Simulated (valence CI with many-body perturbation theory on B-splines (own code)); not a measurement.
The numbers below are computed, except where a source is named.
# V¹⁸⁺: what the settings do

Level of theory: relativistic CI+MBPT: three valence electrons over a frozen Dirac-Fock core [He], radial functions for each j: 6 s, 6 p, 5 d, 3 f, 1 g, with the one-electron correlation potential Σ1 (screened to all orders), the two-electron term Σ2, the three-electron term Σ3, Breit, model QED; selected single and double excitations, second order for the rest, scaled by the run's own slope (own B-spline code, finite nucleus).

No measured levels were compared; by estimate levels of excited configurations hold to 0.05 to 0.15 % of their energy, terms of the ground configuration to about 0.5 %.

The reference run has the lowest level 2s2 2p 2P°_1/2 and an ionisation energy of 1354.30 eV. Its largest variational space holds 4225 state functions.

Names give the largest LS component (configuration and term), which can be under half, so a name can repeat, a term be missing and a line seem to break the LS rules; names also repeat where a configuration has a term twice.

Changed runs:
A. natural orbitals for correlation on → off
B. core polarisation of operators on → off
C. Breit term on → off
D. correlating orbitals by l 3 3 3 2 1 → 2 2 1 1 0; natural orbitals for correlation on → off (bad on purpose)

Excitation energies of the reference run in cm⁻¹, and shifts in cm⁻¹:

| Level | Reference | A | B | C | D |
| --- | --- | --- | --- | --- | --- |
| 2s2 2p 2P°_3/2 | 68629 | -24 | 0 | +2606 | -20 |
| 2s 2p2 4P_1/2 | 331614 | -2516 | 0 | -1527 | -3171 |
| 2s 2p2 4P_3/2 | 361065 | -2634 | 0 | -289 | -3298 |
| 2s 2p2 4P_5/2 | 394015 | -2561 | 0 | +2527 | -3204 |
| 2s 2p2 2D_3/2 | 597567 | +2694 | 0 | +923 | +3089 |
| 2s 2p2 2D_5/2 | 606101 | +2503 | 0 | +1995 | +2857 |
| 2s 2p2 2P_1/2 | 716878 | +4182 | 0 | -1769 | +4753 |
| 2s 2p2 2S_1/2 | 789348 | +4243 | 0 | +723 | +4834 |
| 2s 2p2 2P_3/2 | 803019 | +4376 | 0 | +2063 | +5420 |
| 2p3 4S°_3/2 | 1030330 | -1135 | 0 | -558 | -1507 |
| 2p3 2D°_3/2 | 1152930 | +3800 | 0 | -1514 | +4555 |
| 2p3 2D°_5/2 | 1166950 | +3634 | 0 | +1481 | +4381 |
| Ionisation energy (eV) | 1354.30 | -0.43 | 0 | +0.67 | -0.51 |

No effect on these energies: B.
